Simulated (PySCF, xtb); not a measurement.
C4H6Ge, SMILES C#C[C](=C)[GeH3].

GFN2-xTB (xtb 6.7.1) at its own geometry gives an orbital gap of 4.03 eV and a dipole moment of 0.44 D.

Coordinates come from a B3LYP-D3(BJ)/def2-SVP optimisation. This is a generated structure with no PubChem entry under its InChIKey; it may be hypothetical.

Q: What does PySCF with PBE/def2-TZVP give? (An estimate is asked for; the answer gives what the named calculation found.)

A: gap 4.05 eV (levels -6.20 and -2.15 eV), dipole 0.34 D.
